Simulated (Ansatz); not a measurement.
H4OSn (SMILES [OH][SnH3]) moved off its minimum; all values from Ansatz (a first-principles code), cores frozen in correlated methods. Elements past Kr take the def2 small-core potentials, without spin–orbit coupling.
(charge 0, multiplicity 1)
```xyz
6

Sn    -0.2884     0.0137    -0.0814
O      1.5760    -0.1747     0.5413
H     -0.5005     1.5919    -0.7148
H     -1.1618    -0.1790     1.3391
H     -0.6007    -1.1923    -1.2317
H      2.3004    -0.0071    -0.1531
```

Forces at MP2/def2-TZVPPD (eV/Å):

```tsv
atom	Fx	Fy	Fz
Sn1	0.072	0.314	-0.203
O2	2.061	0.351	-1.489
H3	0.001	-0.034	-0.073
H4	-0.217	-0.100	0.332
H5	-0.067	-0.139	-0.181
H6	-1.850	-0.393	1.614
```

Question: Give the forces (eV/Å), the total energy and the dipole at CCSD(T)/def2-TZVPPD.

Answer: 
| atom | Fx | Fy | Fz |
|---|---|---|---|
| Sn1 | 0.195 | 0.295 | -0.167 |
| O2 | 2.052 | 0.361 | -1.525 |
| H3 | -0.009 | 0.087 | -0.117 |
| H4 | -0.285 | -0.112 | 0.441 |
| H5 | -0.085 | -0.232 | -0.267 |
| H6 | -1.869 | -0.398 | 1.634 |
Energy -290.9691 hartree, dipole 1.72 D.
